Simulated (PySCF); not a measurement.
Structure problem from calculated spectra and properties.

Formula: C7H10OSi2.

| Item | Value |
| --- | --- |
| Rotational structure | rotational constants A, B, C: 1.554, 0.840, 0.553 GHz [GFN2-xTB] |
| 13C NMR | chemical shifts (computed TMS as zero) by class: 200.5 (1 C), 197.0 (1 C), 158.1 (1 C), 150.1 (1 C), 148.3 (1 C), 133.5 (1 C), 131.3 (1 C) ppm [GIAO PBE0/pcSseg-1] |
| NMR, other nuclei | isotropic shieldings of nuclei other than C and H, by class: -293 (1 O), 400 (1 Si), 442 (1 Si) ppm [GIAO PBE0/pcSseg-1] |
| Dipole | 3.37 D [PBE0/pcSseg-1] |
| 1H NMR | chemical shifts (computed TMS as zero) by class: 9.97 (1 H), 7.04 (1 H), 6.94 (1 H), 6.72 (1 H), 6.17 (1 H), 4.99 (2 H), 4.57 (3 H) ppm [GIAO PBE0/pcSseg-1] |

The electronic properties come from PySCF, for the isolated species, density fitting. Levels stand in brackets. Isolated species at its GFN2-xTB geometry (one conformer only). GFN2-xTB frequencies show an imaginary mode (43i cm⁻¹), so this geometry is no minimum at that level. Each NMR value is the plain mean over a class of atoms that symmetry, rotation or inversion makes alike.

Question: Give a SMILES that accounts for the data.

Answer: Numbering: `[CH2:1]=[C:2]1[SiH2:3][C:4]([CH:5]=[O:6])=[C:7]([SiH3:8])[C:9]1=[CH2:10]`. Its formula, C7H10OSi2, gives 5 degrees of unsaturation: 1 ring and 4 π bonds in the structure found. 7 carbons fall into 7 classes; from least to most shielded: fully substituted alkene carbon [C7] (200.5 ppm), aldehyde carbon [C5] (197.0 ppm), fully substituted alkene carbon [C9] (158.1 ppm), fully substituted alkene carbon [C4] (150.1 ppm), fully substituted alkene carbon [C2] (148.3 ppm), terminal =CH2 carbon [C1] (133.5 ppm), terminal =CH2 carbon [C10] (131.3 ppm). Hydrogen classes from least to most shielded: 1 H on an aldehyde carbon, C5 (9.97 ppm), 1 H on a terminal =CH2 carbon, C10 (7.04 ppm), 1 H on a terminal =CH2 carbon, C1 (6.94 ppm), 1 H on a terminal =CH2 carbon, C10 (6.72 ppm), 1 H on a terminal =CH2 carbon, C1 (6.17 ppm), 2 H on an SiH2 silicon, Si3 (4.99 ppm), 3 H on an SiH3 silicon, Si8 (4.57 ppm). The other shieldings belong to: -293 ppm, aldehyde oxygen [O6]; 400 ppm, SiH2 silicon [Si3]; 442 ppm, SiH3 silicon [Si8]. By its constants the optimised geometry is an asymmetric top. Structure: `C=C1[SiH2]C(C=O)=C([SiH3])C1=C`. Computed isomers that give other values at the same levels: `C=C1[SiH2]C([SiH3])=C(C=O)C1=C` (13C chemical shifts (computed TMS as zero) by class: 193.2 (1 C), 184.0 (1 C), 163.9 (1 C), 153.5 (1 C), 149.5 (1 C), 133.7 (1 C), 109.7 (1 C) ppm). The assignments are read from this structure; whether some other isomer fits the data as well wasn't checked.

The values belong to the conformer `[CH2:1]=[C:2]1[SiH2:3][C:4]([CH:5]=[O:6])=[C:7]([SiH3:8])[C:9]1=[CH2:10]`: Si3–C4–C5–O6 -179°.
